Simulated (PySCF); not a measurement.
CH3AlCl, SMILES [Al+]([Cl])[CH3], charge +1.

Geometry optimised at B3LYP-D3(BJ)/def2-TZVP. The spin state was assumed, not searched. The isomer is the one that the SMILES or the coordinates give; other isomers of the formula were not compared.

Method: B3LYP-D3(BJ)/def2-TZVP (PySCF).

Frequencies are harmonic and unscaled.

Modes within 1.5 cm⁻¹ of each other (mostly degenerate sets) share a row, with their intensities summed.

Q: Estimate the vibrational spectrum. (The exact figures need the calculation; the answer reports its results.)

A: 
```tsv
mode	ν (cm⁻¹)	IR (km/mol)	Raman (Å⁴/amu)	depolarisation	moving atoms (share of kinetic energy)
1–2	128	43.7	0.8	0.75	Al 58 %, H 16 %, C 15 %, Cl 12 %
3	472	24.8	41.4	0.19	C 45 %, Cl 42 %, H 9 %
4–5	740	99.6	1.5	0.75	H 81 %, C 16 %
6	774	73.3	2.0	0.07	Al 61 %, C 22 %, Cl 12 %
7	1228	2.2	21.0	0.15	H 85 %, C 15 %
8–9	1421	8.1	3.4	0.75	H 95 %
10	3032	18.3	173.4	0.00	H 98 %
11–12	3125	30.6	159.4	0.75	H 91 %, C 9 %
```
